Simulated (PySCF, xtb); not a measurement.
F₂HInO, SMILES [OH][In]([F])[F].

xtb with GFN2-xTB at its own geometry gives an orbital gap of 2.99 eV and a dipole moment of 2.41 D.

Coordinates come from a B3LYP-D3(BJ)/def2-SVP optimisation. The def2 effective core potentials stand for the cores of In; spin–orbit coupling is left out. The values are those of a single conformer.

### Question
What does ωB97X/def2-TZVPD in PySCF give? (Estimate from the structure and the level; the computed values follow.)

### Answer
gap 11.12 eV (levels -12.24 and -1.12 eV), dipole 2.11 D.
